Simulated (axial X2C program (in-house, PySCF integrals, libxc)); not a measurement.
# Potential curves of SnN, without spin–orbit coupling

Calculated with an axial X2C code built on PySCF integrals. Spin-free means the one-electron spin-free X2C Hamiltonian. Basis: Sn dyall-cv3z [11s12p9d4f1g], N dyall-av3z [7s7p3d2f] (cores contracted in-house); Gaussian nuclei, density fitting, unrestricted open shells. Masses: Sn 119.902 u, N 14.003 u.

State: M_S = 1/2, Λ = 1 (beyond evenly filled blocks: π+α, π+β, π-α). Energies in kJ/mol from the fragments at the same level (Sn + N). Fits are polynomials in 1 − R0/R over 0.85 to 1.23 times the lowest point R0.

```json
{"R (Å)": "1.7113", "HF": "138.71"}
{"R (Å)": "1.7900", "HF": "65.30"}
{"R (Å)": "1.8490", "HF": "29.22"}
{"R (Å)": "1.9080", "HF": "5.36"}
{"R (Å)": "1.9670", "HF": "-9.05"}
{"R (Å)": "2.0358", "HF": "-16.84"}
{"R (Å)": "2.1047", "HF": "-17.57"}
{"R (Å)": "2.1932", "HF": "-11.74"}
{"R (Å)": "2.3014", "HF": "-0.10"}
{"R (Å)": "2.4588", "HF": "12.96"}
```

The state is a single determinant with fixed occupations, the lowest that a limited PBE0 search found. Dissociation energies refer to the lowest single-determinant-based atoms at the same level and basis. Other states lie close and PBE0, whose exact exchange favours high spin, may order them wrongly; the determinant shown need not be the ground state. The nearest other spin-free determinant of the search, M_S = 1/2, Λ = 0, lies 0.16 eV up at the distance of the search. The determinant is spin-polarised beyond a pure state at some levels (its spin-free form has ⟨S²⟩ too high), which makes Re and μ there less reliable. Spin-free De lacks the spin–orbit lowering of the heavy p-block atom, a tenth of an eV or more for 4p and 5p, up to an eV for 6p and one to two eV for 7p atoms, less what an open-shell molecule gains itself.

(1) Fit the HF curve near its minimum: give the equilibrium distance, the harmonic wavenumber and the well depth.

## Answers

(1) At HF, spin-free: Re = 2.078 Å, ωe ≈ 516 cm⁻¹, De = 0.19 eV to Sn + N; Be follows as 0.311 cm⁻¹.
